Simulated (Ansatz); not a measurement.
A series at B: from `[SiH3]OB(O[SiH3])O[SiH3]`, ligands are replaced one by one, each step taking up NH₃ and setting free `O[SiH3]`; n counts the steps. Ansatz, PBE0-D4/def2-TZVP geometries. Each molecule was computed in one conformer, which needn't be the lowest.

| n | molecule | HOMO energy, ωB97M-V/def2-TZVPP (eV) |
| --- | --- | --- |
| 0 | `[SiH3]OB(O[SiH3])O[SiH3]` | -11.34 |
| 1 | `NB(O[SiH3])O[SiH3]` | ? |
| 2 | `NB(N)O[SiH3]` | -9.36 |
| 3 | `NB(N)N` | -8.96 |

By hand: fit a straight line y = ȳ + b (n − n̄) to the 3 given rows and predict n = 1.

n̄ = 1.667, ȳ = -9.887; Σ(n − n̄)(y − ȳ) = 3.833, Σ(n − n̄)² = 4.667, so b = 0.821 eV a step. Prediction: -9.887 + (0.821) × (-0.667) = -10.43 eV.

By hand: compare with the computed value, -10.12 eV, and give the steps along the whole series.

The line misses by 0.31 eV (computed minus predicted). Steps: 1.22, 0.76, 0.40 eV.

The steps shrink at each stage, from 1.22 to 0.40 eV, so the series is curved. The highest orbital can change its character along such a series. The miss is 13.0 % of the series' range.
